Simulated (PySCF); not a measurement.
B3LYP has the VWN-RPA correlation part, as in Gaussian. Excitations are Tamm–Dancoff values on a coarser integration grid. The basis has no diffuse functions, so Rydberg states are missing or too high.

Cartesian coordinates (Å):
```xyz
6

C     -1.0232     0.0242    -0.0400
B      0.3525    -0.0775    -0.1381
O      1.6577    -0.1956    -0.2789
H     -1.6272    -0.7647     0.3886
H     -1.5598     0.8973    -0.3874
H      2.2000     0.1163     0.4558
```
Charge 0, spin multiplicity 1.

Predict the HOMO–LUMO gap, T1 excitation (TDA) and S1 excitation (TDA) from B3LYP-D3(BJ)/def2-TZVP (PySCF).


The HOMO–LUMO gap is 5.56 eV, the T1 excitation (TDA) comes out as 3.93 eV and the S1 excitation (TDA) is 4.30 eV.
